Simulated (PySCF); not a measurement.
Species: C₆H₈N₂O.
Z-matrix (Å and degrees, GFN2-xTB geometry), rows numbered from 1:
```
C 
C   1  1.4772
N   2  1.2964  1  127.93
C   3  1.3696  2  103.24  1  -179.36
C   4  1.4549  3  123.43  2   179.88
C   5  1.5081  4  118.37  3   -34.97
C   6  1.4883  5   60.41  4   107.86
N   4  1.3053  3  112.67  2    -0.05
O   2  1.3388  1  119.77  3  -179.42
H   1  1.0863  2  109.54  3  -163.46
H   1  1.0891  2  109.58  3    76.78
H   1  1.0866  2  109.73  3   -41.93
H   5  1.0811  4  113.16  3   179.20
H   6  1.0788  5  116.95  7  -108.22
H   6  1.0791  5  117.45  7   109.54
H   7  1.0788  5  116.80  6   108.25
H   7  1.0791  5  117.55  6  -109.55
```

Theory: TDDFT CAM-B3LYP/def2-SVPD, vertical, gas phase, core orbitals frozen in the response in PySCF.

Frontier orbitals with the atoms that hold most of them (Löwdin shares over 4%, at most four atoms; ? is withheld):

```csv
orbital,ε (eV),atoms
HOMO-3,-10.38,"C7 34%, C6 33%, C5 14%"
HOMO-2,-10.19,"N3 34%, C2 14%, C5 11%, O9 7%"
HOMO-1,-9.94,?
HOMO,-8.93,?
LUMO,0.72,"C2 26%, O9 17%, N8 17%, N3 13%"
LUMO+1,1.27,"C1 30%, C2 17%, H12 10%, H11 10%"
LUMO+2,1.77,"C7 16%, C6 16%, H15 15%, H17 15%"
```

Question: Which atoms hold the HOMO, and with what shares?

Answer: N8 (bonded to C and O) 31%; C5 (bonded to 3 C and H) 13%; C4 (bonded to C and 2 N) 13%; O9 (bonded to C and N) 10%. By element: nitrogen 31% or more, carbon 26% or more, oxygen 10%.

Question: Give the leading atoms of the HOMO-1.

Answer: N3 (bonded to 2 C) 41%; N8 (bonded to C and O) 35%; C4 (bonded to C and 2 N) 8%; C2 (bonded to C, N and O) 6%. By element: nitrogen 76%, carbon 14% or more.

Question: How does S1 compare with the orbital gap of 9.65 eV?

Answer: S1 is at 6.36 eV (f = 0.0049), 3.29 eV below the gap, made of HOMO-1→LUMO (96%). Its leading pair isn't HOMO and LUMO; the energies of that pair differ by 10.66 eV. 

Question: Give energy, strength and leading configuration of S1, S2 and S5, and follow the Löwdin shares of the leading atoms from the occupied to the empty orbital.

Answer: 
- S1 (6.36 eV, f 0.0049), HOMO-1→LUMO (96%): N3 41% → 13%, N8 35% → 17%, C2 6% → 26%, O9 at most 6% → 17%
- S2 (6.71 eV, f 0.105), HOMO→LUMO (93%): N8 31% → 17%, C5 13% → at most 13%, C2 at most 11% → 26%, O9 10% → 17%
- S5 (7.54 eV, f 0.0065), HOMO→LUMO+1 (77%): N8 31% → at most 10%, C5 13% → at most 10%, C1 at most 11% → 30%, C2 at most 11% → 17%

One conformer stands for the species.
